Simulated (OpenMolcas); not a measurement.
## Ionisation energies of xenon

```json
{"Program": "OpenMolcas 26.06", "Basis": "ANO-RCC-VTZP [7s6p4d2f1g]", "Scalar Hamiltonian": "DKH2, point nucleus", "Spin-orbit coupling": "RASSI with atomic mean-field integrals over the reference wave functions, term energies averaged over their components"}
```

Active shells in each charge state: the valence s, p shells, with orbitals averaged over the low states. Where CASPT2's correlated closed shells are named, they are those of the first ion.

A. CASSCF
B. SS-CASPT2, IPEA 0.25 Eh, imaginary shift 0.1 Eh (closed shells correlated: 4d)
C. SS-CASPT2, IPEA 0.25 Eh, imaginary shift 0.1 Eh (closed shells correlated: none)
D. SS-CASPT2, IPEA 0.25 Eh, imaginary shift 0.1 Eh (closed shells correlated: 4s 4p 4d)
E. SS-CASPT2, IPEA 0 Eh, imaginary shift 0.1 Eh (closed shells correlated: 4d)

Energies in eV between the lowest computed levels, named as in B; reference values from the NIST Atomic Spectra Database with their kind.

| From | To | A | B | C | D | E | Spin-orbit share in B | Reference |
| --- | --- | --- | --- | --- | --- | --- | --- | --- |
| Xe4+ 5s2 5p2 3P0 | Xe5+ 5s2 5p 2P* 1/2 | 53.572 | 54.598 | 54.162 | 54.605 | 54.680 | +0.342 | 54.100 (semi-empirical) |
| Xe5+ 5s2 5p 2P* 1/2 | Xe6+ 5s2 1S0 | 65.231 | 66.412 | 65.855 | 66.442 | 66.493 | +1.167 | 66.703 (measured) |
| Xe6+ 5s2 1S0 | Xe7+ 5s 2S 1/2 | 90.572 | 91.679 | 90.645 | 91.775 | 91.684 | +0.000 | 91.600 (semi-empirical) |
| Xe7+ 5s 2S 1/2 | Xe8+ 4d10 1S0 | 104.201 | 105.765 | 104.201 | 105.897 | 105.800 | +0.000 | 105.978 (measured) |

Steps that some method lacks are left out, and so are those with a state whose active s or d shell is doubly occupied in every root (s and p with five to eight electrons, d10) over a frozen core shell of the same l, since the two then mix freely.

Error against the reference values, in %:

```csv
From,Reference,A,B,C,D,E
Xe4+,semi-empirical,-1.0,+0.9,+0.1,+0.9,+1.1
Xe5+,measured,-2.2,-0.4,-1.3,-0.4,-0.3
Xe6+,semi-empirical,-1.1,+0.1,-1.0,+0.2,+0.1
Xe7+,measured,-1.7,-0.2,-1.7,-0.1,-0.2
```

Mean absolute error over the 2 measured values: A 1.62 eV, B 0.25 eV, C 1.31 eV, D 0.17 eV, E 0.19 eV.

* marks odd parity.
